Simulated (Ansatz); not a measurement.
Gas-phase electronic energies from Ansatz, PBE0-D4/def2-TZVP geometries. CBS: MP2 limit from def2 TZ/QZ plus the TZ coupled-cluster correction, frozen cores. This one scheme is used for every species. Functionals use def2-TZVPP. B3LYP here is the variant with VWN-RPA as its local correlation; programs differ in this. For Br outer-core shells are correlated without core-valence functions, which leaves a few kJ/mol of doubt a bond. Scalar relativity is left out up to krypton. Each species was taken in one conformer, which may not be the lowest.

Reaction (ligand exchange at a B–Br bond): `ClB(Cl)Br` + NH₃ → `NB(Cl)Cl` + HBr

```csv
level,ΔE (kJ/mol)
B3LYP-D4,-63.1
r2SCAN0-D4,-62.1
ωB97M-V,-63.2
BLYP,-61.6
PBE0,-60.4
HF/def2-SVP,-85.1
MP2/def2-SVP,-67.8
MP2/def2-QZVPP,-51.8
```

**Question.** What does CCSD(T)/CBS give? (Best estimate.)

**Answer.** Computed: -56.4 kJ/mol. The listed levels differ from it by -6.7, -5.7, -6.8, -5.2, -4.0, -28.7, -11.4, 4.6 kJ/mol.

Largest T1 diagnostic among the species: 0.010.

At CCSD(T), def2-SVP lies −15.0 kJ/mol from the extrapolated value and def2-TZVPP −3.0 kJ/mol. In def2-TZVPP, CCSD(T) changes the Hartree–Fock value by +15.4 kJ/mol (the triples alone add +3.5 kJ/mol) and MP2 by +21.3 kJ/mol.
